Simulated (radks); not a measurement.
Question: The mean radii <r> (bohr) of the occupied orbitals of an atom or ion are listed with their occupations. Calculated with a radial shooting solver on a logarithmic mesh with Libxc functionals: non-relativistic Kohn-Sham, Slater X-alpha with alpha = 0.573, spin-polarised, spherical densities, point nucleus.

| orbital | occ. | <r> |
|---|---|---|
| 1s up | 1 | 0.6027 |
| 1s down | 1 | 0.6005 |
| 2s up | 1 | 4.126 |

Name the element and its charge. Open shells, if any, are filled with parallel spins first.

Answer: Z = 3, lithium, charge 0: Li in [He] 2s1. The 1s radius gives Z: for a bare nucleus <r> = 1.5/Z, 0.5 bohr for Z = 3, and screening makes it slightly larger (0.6027 here). The occupations add up to 3, and the charge is Z minus that.
